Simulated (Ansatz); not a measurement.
C4H8F2O2Si2, SMILES `CO[Si@H](F)C#C[Si@@H](F)OC`, relaxed with RKS PBE-D4/def2-SVP in the Gaussian-basis code of Ansatz from a rough embedded geometry. The force threshold is 0.03 eV/Å; the program also tests the step.

Charge 0, multiplicity 1.

Start:

```xyz
18

C    -0.492   -2.503   -2.676
O     0.841   -2.303   -2.512
Si    1.344   -1.999   -0.973
F     0.755   -3.050   -0.012
C     0.912   -0.293   -0.380
C     0.593    0.831   -0.013
Si    0.113    2.526    0.600
F    -1.410    2.756    0.165
O     0.192    2.718    2.265
C    -0.763    2.006    3.060
H    -0.924   -3.340   -2.143
H    -0.695   -2.665   -3.779
H    -1.169   -1.595   -2.467
H     2.821   -2.154   -0.911
H     0.918    3.566   -0.019
H    -0.547    2.230    4.081
H    -0.691    0.914    2.880
H    -1.797    2.355    2.835
```

By how much does the energy fall, and how many steps does the optimiser take? (Best estimate.)

Ansatz gave: 13.73 kcal/mol, in 7 steps.

Which bonds change most? (Estimate.)

Computed: Si3–F4 from 1.541 to 1.636 Å; C1–O2 from 1.358 to 1.423 Å; C10–H16 from 1.067 to 1.109 Å; C1–H13 from 1.151 to 1.113 Å.

Give the relaxed structure. (Best estimate.)

Computed: 
```xyz
18

C    -0.561   -2.282   -2.659
O     0.784   -2.451   -2.228
Si    1.387   -2.028   -0.747
F     0.827   -3.022    0.426
C     0.830   -0.334   -0.299
C     0.467    0.819   -0.034
Si   -0.023    2.537    0.402
F    -1.504    2.774   -0.252
O    -0.060    2.718    2.045
C    -0.667    1.824    2.970
H    -1.223   -3.061   -2.221
H    -0.586   -2.382   -3.763
H    -0.963   -1.281   -2.386
H     2.866   -2.153   -0.818
H     0.911    3.561   -0.135
H    -0.291    2.065    3.984
H    -0.420    0.762    2.745
H    -1.774    1.936    2.971
```
